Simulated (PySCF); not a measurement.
Species: C₅H₅N₃.
Bonds: C1–C2 (double), C2–C3, C3–N4 (aromatic), N4–C5 (aromatic), C5–N6 (aromatic), N6–C7 (aromatic), C7–N8 (aromatic), C3–N8 (aromatic). Hydrogens: H9, H10 on C1; H11 on C2; H12 on C5; H13 on C7.

The calculation used PBE0-D3(BJ)/def2-SVP geometry optimisation, gas phase (PySCF 2.14.0).

(1) List the bond lengths, angles and torsions at this level.

## Answers

(1) 
| bond | length (Å) | order |
| --- | --- | --- |
| C1=C2 | 1.337 | double |
| C2–C3 | 1.467 | single |
| C3–N4, C3–N8 | 1.340 | aromatic |
| N4–C5, C7–N8 | 1.325 | aromatic |
| C5–N6, N6–C7 | 1.331 | aromatic |
| C1–H9 | 1.092 | single |
| C1–H10 | 1.093 | single |
| C2–H11 | 1.093 | single |
| C5–H12, C7–H13 | 1.097 | single |

Bonds in one row agree within 0.01 Å and their mean is given. Orders are formal, as drawn. A selection of angles:
| angle | degrees |
| --- | --- |
| C1–C2–C3 | 123.1 |
| C2–C3–N4 | 119.1 |
| C2–C3–N8 | 117.1 |
| N4–C3–N8 | 123.8 |
| C3–N4–C5 | 115.3 |
| N4–C5–N6 | 125.8 |
| C5–N6–C7 | 114.1 |

Dihedral angles: C1–C2–C3–N4 0° (synperiplanar).

The 6-membered ring C3–N4–C5–N6–C7–N8 has internal angles of 114.1° to 125.8°; it is planar, 0.00 Å rms from its mean plane, widest ring torsion 0°. Of the pairs four or more bonds apart, N4···H10 is among the closest relative to their van der Waals radii: 2.53 Å, 92 % of the sum of Bondi's values. The C–C distances run from 1.337 Å (C1=C2, drawn double) to 1.467 Å (C2–C3, drawn single), a spread of 0.130 Å. N6 (pyridine-type nitrogen) is bent (angle 114.1°). The 8 heavy atoms lie in one plane (0.001 Å rms). N4 (pyridine-type nitrogen) is bent (angle 115.3°).

Point group: Cs (every atom within 0.08 Å of its image). Not checked by PBE0-D3(BJ)/def2-SVP frequencies. The numbers are those of one conformer.

On one thread, Arm Neoverse V1 (aarch64), shared host, this took 27 s of wall time and 0.65 GiB of memory at its peak. That covers the optimisation of the geometry.
